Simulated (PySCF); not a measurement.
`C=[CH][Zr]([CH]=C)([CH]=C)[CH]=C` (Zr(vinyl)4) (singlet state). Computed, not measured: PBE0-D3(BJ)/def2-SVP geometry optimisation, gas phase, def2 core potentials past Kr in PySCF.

```
atom  x, y, z in Å
Zr1    0.0060   -0.0010    0.0057
C2     0.1339    0.2767    2.1778
C3     0.5412   -0.9528    2.5326
H4    -0.0980    1.0066    2.9629
H5     0.7937   -1.7222    1.7755
H6     0.6680   -1.3120    3.5645
C7     2.0557   -0.2082   -0.7416
C8     2.4876    1.0379   -0.4890
H9     2.7163   -0.9037   -1.2726
H10    1.8573    1.7730    0.0521
H11    3.4679    1.4489   -0.7710
C12   -0.9926    1.7108   -0.9334
C13   -2.1215    1.7277   -0.2062
H14   -0.8187    2.5124   -1.6614
H15   -2.3448    0.9364    0.5378
H16   -2.9145    2.4873   -0.2682
C17   -1.1705   -1.7849   -0.4947
C18   -0.9736   -1.8127   -1.8228
H19   -1.7322   -2.6018   -0.0255
H20   -0.4200   -1.0059   -2.3442
H21   -1.3279   -2.5966   -2.5082
```

Which two atoms are farthest apart?

H4···H21, 6.67 Å; the next longest distance is 6.65 Å.

How far apart are these pairs, which share no bond: C2···C18, H4···H14, H4···H16, H6···H21, C8···H9?

C2···C18 4.647 Å (3 bonds apart); H4···H14 4.916 Å (4 bonds apart); H4···H16 4.535 Å (5 bonds apart); H6···H21 6.520 Å (6 bonds apart); C8···H9 2.106 Å (2 bonds apart).

What is the repulsion energy of the bare nuclei, Σ ZA·ZB/RAB?

784.28 Eh over 210 pairs, with full nuclear charges and distances in bohr; the largest single term is 57.95 Eh (Zr1 with C7).

Give the dihedral angles H19–C17–C18–H20, C17–Zr1–C2–H4, C17–Zr1–C2–C3, H4–C2–C3–H6, C2–Zr1–C12–H14, C17–Zr1–C7–H9.

H19–C17–C18–H20 179° (antiperiplanar); C17–Zr1–C2–H4 -122° (anticlinal); C17–Zr1–C2–C3 51° (synclinal); H4–C2–C3–H6 0° (synperiplanar); C2–Zr1–C12–H14 119° (anticlinal); C17–Zr1–C7–H9 -1° (synperiplanar). Dihedral signs follow IUPAC: positive where, seen along the central bond, the front bond turns clockwise onto the rear one.

Write the matrix of distances between heavy atoms (Å, lower triangle).

```
Zr1   0.000
C2    2.194  0.000
C3    2.753  1.343  0.000
C7    2.191  3.529  3.684  0.000
C8    2.735  3.637  4.109  1.343  0.000
C12   2.193  3.606  4.633  3.607  3.572  0.000
C13   2.749  3.588  4.666  4.635  4.669  1.343  0.000
C17   2.195  3.619  3.576  3.599  4.621  3.528  3.650  0.000
C18   2.754  4.647  4.691  3.594  4.678  3.634  4.058  1.343  0.000
```

No frequency check.
